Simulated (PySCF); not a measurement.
Electronic structure of Nb (niobium, neutral) at the wB97X level

Configuration: [Kr] 4d3 5s2, high-spin 4F determinant (an excited configuration). Calculation: PySCF 2.14, in aug-cc-pVTZ-PP with ECP28MDF (6s6p5d3f2g, 88 functions); a scalar-relativistic core potential.

```json
{"Total energy": "-56.6056 hartree", "One-electron energy": "-95.1855 hartree", "Hartree (Coulomb) energy": "45.2692 hartree", "Exchange-correlation energy": "-6.6893 hartree", "⟨S²⟩": "3.7525", "⟨L²⟩": "12.011", "Sum of ⟨r⟩": "23.49 bohr", "Sum of ⟨r²⟩": "59.22 bohr²"}
```

```json
{"shell": "4s α", "electrons": "1", "mean orbital energy (hartree)": "-2.49118", "rms radius, mean of both spins (bohr)": "1.24"}
{"shell": "4s β", "electrons": "1", "mean orbital energy (hartree)": "-2.42525", "rms radius, mean of both spins (bohr)": "1.24"}
{"shell": "4p α", "electrons": "3", "mean orbital energy (hartree)": "-1.56937", "rms radius, mean of both spins (bohr)": "1.40"}
{"shell": "4p β", "electrons": "3", "mean orbital energy (hartree)": "-1.48327", "rms radius, mean of both spins (bohr)": "1.40"}
{"shell": "4d α", "electrons": "3", "mean orbital energy (hartree)": "-0.32895", "rms radius, mean of both spins (bohr)": "2.19"}
{"shell": "5s α", "electrons": "1", "mean orbital energy (hartree)": "-0.26274", "rms radius, mean of both spins (bohr)": "3.87"}
{"shell": "5s β", "electrons": "1", "mean orbital energy (hartree)": "-0.24667", "rms radius, mean of both spins (bohr)": "3.87"}
```

Energies and moments cover only the electrons outside the core potential.
